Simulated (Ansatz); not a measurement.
`[SiH3][SiH2][SiH2][SiH2][SiH2][SiH3]` and `[SiH3][SiH2][SiH2][SiH2][GeH2][SiH3]` differ in one atom or group.

Ansatz, PBE0-D4/def2-TZVP geometries, multiplicity 1. Each molecule was computed in one conformer, which needn't be the lowest.

Scalar relativity is left out up to krypton.

```json
{"property": "HOMO–LUMO gap (ωB97M-V/def2-TZVPP) / eV", "`[SiH3][SiH2][SiH2][SiH2][SiH2][SiH3]`": "10.84"}
{"property": "LUMO energy (ωB97M-V/def2-TZVPP) / eV", "`[SiH3][SiH2][SiH2][SiH2][SiH2][SiH3]`": "1.06"}
{"property": "HOMO energy (PBE0/def2-TZVPP) / eV", "`[SiH3][SiH2][SiH2][SiH2][SiH2][SiH3]`": "-7.86"}
{"property": "HOMO–LUMO gap (PBE0/def2-TZVPP) / eV", "`[SiH3][SiH2][SiH2][SiH2][SiH2][SiH3]`": "7.20"}
{"property": "LUMO energy (PBE0/def2-TZVPP) / eV", "`[SiH3][SiH2][SiH2][SiH2][SiH2][SiH3]`": "-0.66"}
{"property": "HOMO energy (ωB97M-V/def2-TZVPP) / eV", "`[SiH3][SiH2][SiH2][SiH2][SiH2][SiH3]`": "-9.78"}
```

(1) What does the change do to each property? (Estimate.)

Answers

(1) Ansatz gave: 
| property | `[SiH3][SiH2][SiH2][SiH2][GeH2][SiH3]` | shift |
| --- | --- | --- |
| HOMO–LUMO gap (ωB97M-V/def2-TZVPP) / eV | 10.85 | 0.01 |
| LUMO energy (ωB97M-V/def2-TZVPP) / eV | 1.14 | 0.08 |
| HOMO energy (PBE0/def2-TZVPP) / eV | -7.78 | 0.08 |
| HOMO–LUMO gap (PBE0/def2-TZVPP) / eV | 7.22 | 0.02 |
| LUMO energy (PBE0/def2-TZVPP) / eV | -0.57 | 0.09 |
| HOMO energy (ωB97M-V/def2-TZVPP) / eV | -9.71 | 0.07 |
